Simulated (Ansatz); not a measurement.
`[F][Ge][N]([SiH3])[SiH3]` + H₂O → `[OH][Ge][F]` + `[SiH3]N[SiH3]` at 400 K and 1 bar (formal hydrolysis of a Ge–N bond).

Computed with Ansatz on PBE0-D4/def2-TZVP structures; ΔE is electronic, products minus reactants. CCSD(T)/CBS adds triple-zeta CCSD(T) − MP2 to the extrapolated MP2 energy (def2 sets, frozen cores). This one scheme is used for every species. For Ge outer-core shells are correlated without core-valence functions, which leaves a few kJ/mol of doubt a bond. Scalar relativity is left out up to krypton. Each species was taken in one conformer, which may not be the lowest.

```
                   species  CCSD(T)/CBS energy (Eh)  H − E (kJ/mol)  S (J/(mol·K))
`[F][Ge][N]([SiH3])[SiH3]`              -2812.46809           193.9          427.6
                       H₂O                -76.37941            69.8          198.6
             `[OH][Ge][F]`              -2251.74560            59.1          297.8
           `[SiH3]N[SiH3]`               -637.10515           203.4          366.7
```

H − E and S are ideal-gas, rigid-rotor, harmonic terms from PBE0-D4/def2-TZVP, for one conformer and one mirror image of each species. 1 Eh = 2625.50 kJ/mol, R = 8.31446 J/(mol·K).

Q: By hand: ΔE, ΔH, ΔS and ΔG.

A: ΔE = (-2251.74560) + (-637.10515) − (-2812.46809) − (-76.37941) = -0.00325 Eh = -8.5 kJ/mol. Δ(H − E) = 59.1 + 203.4 − 193.9 − 69.8 = -1.2, so ΔH = -9.7 kJ/mol. ΔS = 297.8 + 366.7 − 427.6 − 198.6 = 38.3 J/(mol·K). ΔG = -9.7 − 400 × (38.3)/1000 = -25.0 kJ/mol.

Q: By hand: the equilibrium constant, and the temperature at which ΔG would vanish if ΔH and ΔS stayed fixed.

A: log₁₀ K = −ΔG/(RT ln 10) = 3.3. ΔH and −TΔS have one sign here, so there is no such temperature.

TΔS isn't small against ΔH here. A doubt of 5 kJ/mol in ΔE shifts log₁₀ K by 0.7 here. Other conformers and mirror images would add mixing entropy, several J/(mol·K) or more a flexible species. Modes under 60 cm⁻¹, often nearly free rotors, make the harmonic entropy too high. These are equilibria of isolated gas molecules and say nothing of rates. Largest T1 diagnostic: 0.015 (customary marks: 0.02 for closed shells, 0.045 for open ones).
